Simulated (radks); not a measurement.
Values are calculated unless marked as measured or tabulated.
Excited configurations of H: one electron is placed in a higher orbital outside the bare nucleus. The ground configuration is 1s1. Level of theory: Dirac Kohn-Sham, PBE, spin-unpolarised, spherical densities, point nucleus; open shells fill j = l - 1/2 first (a radial shooting solver on a logarithmic mesh with Libxc functionals). Excitation = E - E(ground); binding = E(ion) - E, where the ion is the core of charge +1; n* = 1/sqrt(2 binding) in atomic units, and the quantum defect is n - n*.

| outer orbital | excitation (eV) | binding (eV) | n* | quantum defect | eigenvalue (eV) | <r> (bohr) |
|---|---|---|---|---|---|---|
| 2p1/2 | 9.240 | 3.248 | 2.047 | -0.047 | -1.539 | 5.249 |
| 3s1/2 | 10.855 | 1.633 | 2.886 | 0.114 | -1.005 | 12.85 |
| 4s1/2 | 11.530 | 0.958 | 3.768 | 0.232 | -0.619 | 22.58 |
| 4d3/2 | 11.548 | 0.940 | 3.804 | 0.196 | -0.548 | 20.10 |
| 4f5/2 | 11.582 | 0.906 | 3.876 | 0.124 | -0.438 | 17.57 |
| 5p1/2 | 11.856 | 0.632 | 4.639 | 0.361 | -0.415 | 34.11 |
| 6p1/2 | 12.039 | 0.450 | 5.501 | 0.499 | -0.304 | 49.32 |
| 6d3/2 | 12.039 | 0.449 | 5.504 | 0.496 | -0.297 | 47.48 |
| 6f5/2 | 12.041 | 0.447 | 5.517 | 0.483 | -0.284 | 44.89 |

The Delta-SCF ionisation energy is 12.488 eV (NIST Atomic Spectra Database: 13.598 eV, theoretical). Self-interaction in the functional shifts the binding energies and quantum defects, so they are the method's values and not measured ones. Spin polarisation and multiplet splitting are left out, so open shells lie too high by an amount that depends on their filling.

Beside tabulated values, note that spin-unpolarised runs miss the spin-polarisation part of the exchange energy of open shells.
